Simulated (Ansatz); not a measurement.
Relaxation of H$_{8}$O$_{2}$Si$_{3}$ (13 atoms, charge 0, multiplicity 1), to a largest force component of 0.02 eV/Å in at most 40 steps.

These are results of RKS PBE/STO-3G (Ansatz 0.2.0), not measurements.

```xyz
13
Properties=species:S:1:pos:R:3
Si 0.000 0.000 0.000
O 0.000 0.000 1.680
H -0.909 -0.281 2.017
O 1.584 0.000 -0.559
Si 2.491 -1.376 -0.887
H 1.660 -2.352 -1.586
H 3.632 -1.020 -1.725
H 2.969 -1.954 0.366
Si -1.046 1.812 -0.739
H -2.430 1.478 -1.061
H -1.022 2.844 0.293
H -0.374 2.307 -1.937
H -0.688 -1.191 -0.486
```

Q: Where does it end, and by what steps?

A: It converged. Limits of this set-up: minimal basis. After 19 steps the energy has fallen by 0.366 eV; H3 moved furthest, 1.34 Å.

```json
{"step": "0", "energy less start (eV)": "0.0000", "largest force component (eV/Å)": "1.609", "accepted": "yes"}
{"step": "1", "energy less start (eV)": "-0.2058", "largest force component (eV/Å)": "0.754", "accepted": "yes"}
{"step": "2", "energy less start (eV)": "-0.2612", "largest force component (eV/Å)": "0.406", "accepted": "yes"}
{"step": "3", "energy less start (eV)": "-0.2621", "largest force component (eV/Å)": "0.732", "accepted": "yes"}
{"step": "4", "energy less start (eV)": "-0.2905", "largest force component (eV/Å)": "0.325", "accepted": "yes"}
{"step": "5", "energy less start (eV)": "-0.2966", "largest force component (eV/Å)": "0.121", "accepted": "yes"}
{"step": "6", "energy less start (eV)": "-0.3069", "largest force component (eV/Å)": "0.100", "accepted": "yes"}
{"step": "7", "energy less start (eV)": "-0.3084", "largest force component (eV/Å)": "0.529", "accepted": "yes"}
{"step": "8", "energy less start (eV)": "-0.3215", "largest force component (eV/Å)": "0.165", "accepted": "yes"}
{"step": "9", "energy less start (eV)": "-0.3292", "largest force component (eV/Å)": "0.320", "accepted": "yes"}
{"step": "10", "energy less start (eV)": "-0.3311", "largest force component (eV/Å)": "0.295", "accepted": "yes"}
{"step": "11", "energy less start (eV)": "-0.3421", "largest force component (eV/Å)": "0.599", "accepted": "yes"}
{"step": "12", "energy less start (eV)": "-0.3522", "largest force component (eV/Å)": "0.260", "accepted": "yes"}
{"step": "13", "energy less start (eV)": "-0.3574", "largest force component (eV/Å)": "0.109", "accepted": "yes"}
{"step": "14", "energy less start (eV)": "-0.3611", "largest force component (eV/Å)": "0.084", "accepted": "yes"}
{"step": "15", "energy less start (eV)": "-0.3631", "largest force component (eV/Å)": "0.182", "accepted": "yes"}
{"step": "16", "energy less start (eV)": "-0.3638", "largest force component (eV/Å)": "0.099", "accepted": "yes"}
{"step": "17", "energy less start (eV)": "-0.3651", "largest force component (eV/Å)": "0.119", "accepted": "yes"}
{"step": "18", "energy less start (eV)": "-0.3656", "largest force component (eV/Å)": "0.054", "accepted": "yes"}
{"step": "19", "energy less start (eV)": "-0.3659", "largest force component (eV/Å)": "0.020", "accepted": "yes"}
```

```xyz
13
Properties=species:S:1:pos:R:3
Si -0.116 0.014 -0.240
O -0.153 -0.155 1.490
H 0.026 -1.165 1.628
O 1.500 0.092 -0.849
Si 2.416 -1.350 -0.647
H 1.732 -2.533 -1.177
H 3.662 -1.149 -1.375
H 2.736 -1.632 0.755
Si -1.109 1.985 -0.748
H -2.547 1.898 -0.542
H -0.603 3.073 0.076
H -0.883 2.334 -2.143
H -0.795 -1.147 -0.851
```

Whether the end is a true minimum wasn't checked by a vibrational analysis.

Time of the run: 64 s on 1 thread of Arm Neoverse V1, with other jobs on the host, peak memory 0.12 GiB.
